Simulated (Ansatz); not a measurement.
**Relative stability**

The two ends of one reaction step of SiNH₇O₂, singlet (PBE0-D4/def2-TZVP).

A:

```tsv
atom	x (Å)	y (Å)	z (Å)
Si1	-1.1161	-0.6153	-0.0710
O2	1.9471	0.3781	0.8083
H3	-0.7442	-1.7479	-0.9631
H4	-2.5912	-0.5446	0.0718
O5	-0.5318	-0.7360	1.4452
H6	1.3729	0.6439	0.0646
N7	-0.4046	0.7711	-0.8559
H8	2.7215	-0.0352	0.4218
H9	0.4172	-0.5343	1.5174
H10	-0.3412	0.7336	-1.8636
H11	-0.7295	1.6867	-0.5757
```

B:

Si1  (-0.112, -0.714, 0.115)
O2  (1.400, -0.555, -0.582)
H3  (0.068, -2.113, 0.694)
H4  (-1.252, -0.956, -0.818)
O5  (-0.474, 0.082, 1.541)
H6  (0.446, 1.847, -0.163)
N7  (-0.263, 1.284, -0.618)
H8  (1.932, -1.338, -0.432)
H9  (-0.466, -0.523, 2.285)
H10  (-0.106, 1.311, -1.618)
H11  (-1.173, 1.675, -0.404)
(Å)

Computed with Ansatz 0.2.0 (basis: def2-TZVPP); correlated methods freeze the cores. B3LYP uses VWN-RPA correlation.

(1) Which structure is lower at CCSD(T), and by how much? (Judge from chemistry; the value comes from the calculation.)

No T1 diagnostic of these runs exceeds 0.011.

Answers

(1) The calculation gives: B, by 26.2 kJ/mol (electronic energy, against the other). By their contacts, A is a complex of SiNH₅O ([NH2][SiH2][OH]) + H₂O and B is SiNH₇O₂ ([NH3][SiH2]([OH])[OH]).

All methods give the same order:

```tsv
method	E(B) − E(A) (kJ/mol)
SPW92	-27.8
PBE-D4	-20.4
BLYP-D4	-14.0
r2SCAN-D4	-28.7
B97M-V	-32.9
PBE0-D4	-23.9
B3LYP-D4	-17.4
r2SCAN0-D4	-29.3
BHLYP-D4	-21.6
CAM-B3LYP-D4	-20.3
wB97X-V	-25.9
wB97M-V	-27.0
B2PLYP	-20.6
PBE-QIDH	-27.9
RPA on PBE	-26.6
HF	-17.3
MP2	-27.0
CCSD	-25.9
CCSD(T)	-26.2
```

Labels in which every atom is bracketed show which atoms are joined, not bond orders.

For scale, one of the runs: CCSD(T)/def2-TZVPP, 233 basis functions, launched by `ansatz run in.yaml --threads 4 --pin off --events-out ev --progress --plain --max-ram 9574MiB`. Time: 88 s of wall clock on 4 CPU threads of an Arm Neoverse V2; the host was shared. Peak host memory: 4.2 GiB.
